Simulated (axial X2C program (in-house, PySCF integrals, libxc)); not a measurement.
## What spin–orbit coupling does to ReH⁺

Computed with an in-house all-electron X2C program for linear molecules (integrals from PySCF). Spin-free means the one-electron spin-free X2C Hamiltonian; two-component (2c) means X2C with spin–orbit coupling and atomic mean-field two-electron Coulomb and Gaunt terms, so the difference of the two also holds small scalar two-electron terms. Basis: Re dyall-cv3z [13s14p9d7f4g], H dyall-v3z [6s2p1d] (cores contracted in-house); Gaussian nuclei, density fitting, unrestricted open shells. Masses: Re 186.956 u, H 1.008 u.

Spin-free state: M_S = 5/2, Λ = 0 (beyond evenly filled blocks: σα, π+α, π-α, δ+α, δ-α); fragments Re+ + H.

```json
{"level": "PBE0", "Re (Å)": "1.640", "ωe (cm⁻¹)": "2093.4", "De (eV)": "2.483", "μ (D)": "-1.21"}
{"level": "HF", "Re (Å)": "1.687", "ωe (cm⁻¹)": "1829.7", "De (eV)": "1.122", "μ (D)": "-1.85"}
{"level": "BHandHLYP", "Re (Å)": "1.642", "ωe (cm⁻¹)": "2098.0", "De (eV)": "2.550", "μ (D)": "-1.46"}
```

Dipoles are positive if H is the positive end and refer to the centre of mass.

Two-component determinant lowest at the distance of the search:

Ω = 5/2 (⟨Sz⟩ = 2.46, ⟨Lz⟩ = 0.04 at PBE0); fragments Re+ + H.

```
    level  Re (Å)  ωe (cm⁻¹)  De (eV)  μ (D)
     PBE0   1.642     2083.9    2.470  -1.22
       HF   1.688     1829.3    1.123  -1.85
BHandHLYP   1.645     2085.4    2.527  -1.48
```

Question: From the two tables, how do the constants change at the PBE0 level (2c against spin-free)?

Answer: At the PBE0 level Re rises by 0.002 Å and ωe falls by 9.5 cm⁻¹; De changes by -0.013 eV.

One determinant describes the state; a PBE0 search over occupations chose it and may have missed a lower one. De is counted from the lowest determinant-based energies of the atoms at the same level, without counterpoise correction. Density functionals use the spin component along the axis (collinear). With several unpaired electrons one determinant need not be a pure state. This is the top spin component of a Σ state; components of lower Ω are not single determinants and can lie lower. The determinant is spin-polarised beyond a pure state at some levels (its spin-free form has ⟨S²⟩ too high), which makes Re and μ there less reliable.
